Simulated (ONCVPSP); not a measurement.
# LDA (Perdew-Wang 92) ONCV dataset for zirconium (Zr), scalar-relativistic all-electron reference.

- Element: zirconium (Zr)
- Generator: ONCVPSP 4.0.1
- Type: optimised norm-conserving Vanderbilt (ONCV)
- Functional: LDA (Perdew-Wang 92)
- Relativity: scalar-relativistic
- Frozen core: [Ar] 3d10
- Valence charge: 12
- Reference configuration: 4s2 4p6 4d2 5s2
- Partial waves: 4s+5s: rc 1.55 bohr, ncon 3, nbas 6, qcut 6.8 1/bohr, 2 projectors; 4p: rc 2.00 bohr, ncon 5, nbas 8, qcut 5.4 1/bohr, 3 projectors, debl 3.3 Ha; 4d: rc 2.95 bohr, ncon 4, nbas 9, qcut 6.2 1/bohr, 3 projectors, debl 1.3 Ha
- Local potential: polynomial inside 1.45 bohr (lpopt 4, dvloc0 2 Ha)
- Core correction: none

* Cutoffs needed: 18 Ha and 21 Ha (the cutoffs (Ha) at which the residual kinetic energy of the hardest occupied pseudo-wave falls to 1 and 0.1 mHa per electron)
* Ghost test: no bound ghost flagged; no localised positive-energy state flagged
* Largest excitation error: -72 meV (all-electron minus pseudo) for 4s1 4p6 4d2 5s2, out of 4 test configurations
